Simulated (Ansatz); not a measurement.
A nudged elastic band was laid between two geometries of C3H10FNSi (16 atoms, charge 0, multiplicity 1).

These are results of RKS PBE/def2-SVP (Ansatz 0.2.0), not measurements.

```yaml
movable_images: 1
climbing_image: yes
spring: 5.0 eV/Å²
optimiser: quadratic models (default)
start_path: through a guess of the saddle point
force_threshold: 0.05 eV/Å
iteration_limit: 60
end_points: relaxed
```

Image 0:

```xyz
16
Properties=species:S:1:pos:R:3
C -0.671 -1.375 1.151
Si 0.425 0.090 0.675
C 1.143 -0.083 -1.086
N 0.049 -0.188 -2.061
C -0.652 1.671 0.751
F -1.289 1.738 1.998
H -1.455 -1.557 0.387
H -1.186 -1.144 2.105
H -0.089 -2.309 1.288
H 1.558 0.218 1.663
H 1.908 -0.903 -1.113
H 1.713 0.853 -1.284
H -0.427 -1.092 -1.954
H 0.418 -0.187 -3.021
H -0.048 2.595 0.601
H -1.420 1.649 -0.056
```

Image 2:

```xyz
16
Properties=species:S:1:pos:R:3
C -0.779 -1.459 1.050
Si 0.341 0.038 0.746
C 1.154 -0.019 -0.977
N 0.112 -0.233 -1.990
C -0.674 1.660 0.790
F 0.207 2.736 0.601
H -1.556 -1.538 0.262
H -1.296 -1.386 2.029
H -0.193 -2.401 1.052
H 1.408 0.116 1.809
H 2.025 -0.723 -1.007
H 1.580 1.000 -1.110
H -0.189 -1.215 -1.983
H 0.481 -0.065 -2.935
H -1.420 1.660 -0.038
H -1.225 1.807 1.746
```

What changes between the two ends?

No bond is made or broken. The dihedral C1–Si2–C5–F6 goes from 52 to 178°.

What energy profile does the band end with?

The run converged. The highest image is number 1 of 0 to 2, 9.5 kJ/mol above the first end and 10.1 kJ/mol above the last; the last end lies 0.6 kJ/mol below the first. Another band between the same ends (5 images) ends at a top of the same energy, where a vibrational analysis finds 1 clearly imaginary mode. So few images can step over the top or miss a turn of the path.

| image | path coordinate (Å) | energy (kJ/mol) | dihedral C1–Si2–C5–F6 (°) |
| --- | --- | --- | --- |
| 0 | 0.00 | 0.0 | 52 |
| 1 | 2.00 | 9.5 | 115 |
| 2 | 4.05 | -0.6 | 178 |

What is the geometry of the highest image?


```xyz
16
Properties=species:S:1:pos:R:3:forces:R:3
C -0.690 -1.442 1.127 0.00 0.00 -0.02
Si 0.376 0.070 0.719 0.03 0.01 0.01
C 1.162 -0.100 -1.012 -0.01 0.00 0.00
N 0.088 -0.117 -2.014 0.00 0.01 -0.01
C -0.697 1.670 0.708 0.00 0.01 0.02
F -0.320 2.550 1.728 -0.01 -0.02 -0.03
H -1.510 -1.565 0.389 -0.01 0.00 0.00
H -1.156 -1.337 2.129 0.00 0.00 0.00
H -0.090 -2.375 1.131 0.00 0.00 0.00
H 1.464 0.218 1.752 0.00 0.00 0.01
H 1.891 -0.951 -1.056 0.00 0.00 0.00
H 1.772 0.820 -1.157 -0.01 0.00 0.00
H -0.411 -1.015 -1.980 0.00 -0.01 0.00
H 0.471 -0.051 -2.966 0.00 -0.01 -0.01
H -0.595 2.175 -0.280 0.01 0.01 0.00
H -1.778 1.426 0.825 0.00 0.00 0.00
```

The run took 37 s on 2 threads of Arm Neoverse V1, on a shared host, peak memory 0.19 GiB.
